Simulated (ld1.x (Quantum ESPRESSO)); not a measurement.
## N (Z = 7): one change to an RRKJ potential, before and after

```json
{"Element": "nitrogen (N)", "Generator": "ld1.x (Quantum ESPRESSO) 7.5", "Type": "norm-conserving RRKJ (Kleinman–Bylander form)", "Functional": "PBE", "Relativity": "scalar-relativistic", "Frozen core": "[He]", "Valence charge": "5", "Reference configuration": "2s2 2p2.5 (charge +0.5)", "Partial waves": "2s (bound): rc 0.75 bohr; 2p (bound): rc 1.10 bohr; 3d channel at 0.3 Ry: rc 1.15 bohr", "Local potential": "all-electron potential smoothed inside 0.70 bohr (lloc = -1)", "Core correction": "Bessel-smoothed model core inside 0.55 bohr"}
```

All-electron outer shells of the reference configuration (PBE, scalar-relativistic, ld1.x):

```csv
shell,level (eV),outermost node (bohr),outermost maximum (bohr)
2s,-25.12,0.32,1.00
2p,-13.44,–,0.94
```

Change: wave 2p (bound): rc 1.10 bohr becomes 2p (bound): rc 1.20 bohr.

Cutoffs: the cutoffs (Ry, on a coarse ladder) from which the occupation-weighted sum of valence levels, in a spherical-Bessel basis at the reference potential, stays within 10 and 1 mRy of its value at 400 Ry; they do not see the model core or the augmentation charge, which bear on the density cutoff. Errors are all-electron minus pseudo energies relative to the spin-unpolarised reference configuration.

Q: What does the change do?

A: The potential gets neither clearly harder nor softer (90 Ry and 160 Ry → 80 Ry and 160 Ry); of the 7 tests that both files solve, the error grows in 4 and shrinks in 0 by more than 15 % and 0.3 meV (median size 40.9 → 44.4 meV); neither file shows a bound ghost. More of the atom is replaced by a form fitted at one configuration, so other configurations suffer.

```csv
quantity,base,changed
"cutoff, loose",90 Ry,80 Ry
"cutoff, tight",160 Ry,160 Ry
loose cutoff by channel (10 mRy a level),"s 50 Ry, p 70 Ry","s 50 Ry, p 60 Ry"
bound ghosts,none,none
"error for 2s2 2p3, meV [ΔE -5.09 eV]",+1.0,+1.1
"error for 2s2 2p2, meV [ΔE 8.50 eV]",+1.8,+2.4
"error for 2s2 2p1, meV [ΔE 37.35 eV]",+44,+56
"error for 2s0 2p5, meV [ΔE 17.95 eV]",+41,+44
"error for 2s2 2p3.3, meV [ΔE -6.71 eV]",+1.6,+1.8
"error for 2s2 2p0, meV [ΔE 84.43 eV]",+254,+317
"error for 2s1 2p0, meV [ΔE 162.25 eV]",+489,+592
```
